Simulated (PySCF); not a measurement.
F2Sn, SMILES [Sn]([F])[F] (connectivity only; charge and spin as stated), charge +1, multiplicity 2. Atoms are numbered in the order given.

```xyz
3

Sn     0.0000     0.0000     0.0000
F      0.0000     0.0000    -1.9157
F      0.0000     0.0000     1.9157
```
Charge +1, spin multiplicity 2.

Geometry: PBE0-D3(BJ)/def2-TZVP. The geometry has at least one imaginary mode, so it is a saddle point at that level. The multiplicity is an assumed one; other spin states were not compared. The isomer is the one that the SMILES or the coordinates give; other isomers of the formula were not compared. The def2 effective core potentials stand for the cores of Sn; spin–orbit coupling is left out.

All values below come from PBE0-D3(BJ)/def2-TZVP in PySCF 2.14.0.

Frequencies are harmonic and unscaled.

Modes within 1.5 cm⁻¹ of each other (mostly degenerate sets) share a row, with their intensities summed.

Problem. Estimate the vibrational spectrum. (Estimate from the structure and the level; the computed values follow.)

Solution. 
| mode | ν (cm⁻¹) | IR (km/mol) | moving atoms (share of kinetic energy) |
|---|---|---|---|
| 1–2 | 142i | 12.4 | F 76 %, Sn 24 % |
| 3 | 554 | 0.0 | F 100 % |
| 4 | 564 | 35.0 | F 76 %, Sn 24 % |
